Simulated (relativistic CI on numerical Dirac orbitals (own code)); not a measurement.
Tc XXV: q coefficients and field-shift factors

These numbers are calculated, not measured: Dirac-Coulomb-Breit CI, KLI orbitals optimised for each configuration, derivatives by finite differences, unscaled Slater integrals, QED left out (own radial code, finite nucleus).

CI space (outside the closed core [Ne]): 3s²3p⁶3d, 3s²3p⁵3d², 3s3p⁶3d², 3s²3p⁶4s, 3s²3p⁶4p, 3p⁶3d³, 3p⁵3d⁴. Double excitations out of closed p, d and f shells are left out; levels of such configurations are missing from the list, as are those of other unlisted configurations, and high levels can miss mixing partners.

With x = (α/α₀)² − 1 an excitation energy changes as ω = ω₀ + qx; K = 2q/ω₀ is the relative enhancement. Terms are leading LS components, so labels can repeat. The field-shift factor is F = δν/δ⟨r²⟩ for the transition from the lowest level.

Lowest level 3s²3p⁶3d ²D3/2.

```csv
Level,ω₀ (cm⁻¹),q (cm⁻¹),K,F (GHz/fm²)
3s²3p⁶3d ²D5/2,41780,41620,1.99,0.243
3s²3p⁵3d² ⁴D°1/2,940367,32780,0.0697,1.63
3s²3p⁵3d² ⁴D°3/2,949556,34880,0.0735,1.68
3s²3p⁵3d² ⁴D°5/2,970071,49690,0.102,1.78
3s²3p⁵3d² ⁴D°7/2,994739,54890,0.11,1.87
3s²3p⁵3d² ²F°5/2,1003894,36100,0.0719,1.79
3s²3p⁵3d² ⁴D°7/2,1008782,51640,0.102,1.68
3s²3p⁵3d² ⁴G°9/2,1012275,58540,0.116,1.95
3s²3p⁵3d² ⁴G°11/2,1025496,78110,0.152,2.1
3s²3p⁵3d² ²D°3/2,1035573,54460,0.105,1.8
3s²3p⁵3d² ⁴P°5/2,1035878,65830,0.127,1.91
3s²3p⁵3d² ⁴P°3/2,1044326,54690,0.105,1.63
3s²3p⁵3d² ²G°7/2,1059360,57460,0.108,1.95
3s²3p⁵3d² ⁴P°1/2,1071503,75490,0.141,1.72
3s²3p⁵3d² ⁴F°9/2,1078985,87790,0.163,2.12
3s²3p⁵3d² ²D°5/2,1079489,92350,0.171,2.14
3s²3p⁵3d² ²F°7/2,1095744,61270,0.112,2.02
3s²3p⁵3d² ²H°11/2,1099882,71040,0.129,2.17
3s²3p⁵3d² ⁴F°3/2,1102500,89170,0.162,1.57
3s²3p⁵3d² ⁴D°5/2,1104904,91730,0.166,1.66
3s²3p⁵3d² ²F°7/2,1119190,99570,0.178,2.05
3s²3p⁵3d² ²P°1/2,1125188,111600,0.198,1.97
3s²3p⁵3d² ⁴G°5/2,1145894,152600,0.266,0.266
```

At this charge energies of transitions that change n are usually good to better than 1 %, and those within a shell (Δn = 0) to a few per cent.
